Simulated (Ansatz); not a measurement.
B₁₀⁺, relaxed as a doublet with UKS PBE0-D4/def2-SVP in Ansatz, starting from the GFN1-xTB geometry. Force threshold 0.03 eV/Å.

The relaxation made no stability test and no search for a lower SCF solution. The structure comes from a short search, and lower isomers may exist.

Start:

```xyz
10

B    -0.910   -0.792   -1.753
B    -0.467    0.222    1.538
B     0.587    1.399    1.504
B     1.515   -0.060   -0.202
B     0.133    1.226   -0.130
B    -0.624    0.716   -1.405
B    -0.880   -1.026    0.667
B     0.381   -1.080   -0.610
B     1.968    0.868    0.984
B    -1.704   -1.473   -0.591
```

```csv
step,energy (eV),largest force component (eV/Å),SCF passes
1,-6730.0204,1.902,30
2,-6730.7605,1.086,40
3,-6731.1877,1.005,40
4,-6731.3596,0.438,33
5,-6731.4942,0.731,39
6,-6731.5551,0.224,38
7 (rejected),-6731.5309,0.389,37
8,-6731.5656,0.152,39
9 (rejected),-6731.5578,0.141,36
10,-6731.5678,0.116,40
11 (rejected),-6731.5667,0.166,39
12,-6731.5698,0.037,38
13,-6731.5702,0.057,39
14,-6731.5707,0.032,39
15,-6731.5709,0.016,38
```

Force components are those of the run's own axes.

End:

```xyz
10

B    -1.185   -0.664   -1.731
B    -0.407    0.361    1.408
B     0.637    1.509    1.690
B     1.282   -0.100   -0.266
B     0.292    1.391    0.054
B    -0.239    0.508   -1.193
B    -1.008   -0.935    0.605
B     0.199   -1.195   -0.755
B     1.802    0.907    0.863
B    -1.373   -1.783   -0.675
```

Bonds formed: B4–B6, B5–B9, B6–B8 (atoms count from 1).

No frequencies were taken in this run, so the end may be a saddle point.

It took 68 s on 4 threads of Arm Neoverse V1 on a shared host.
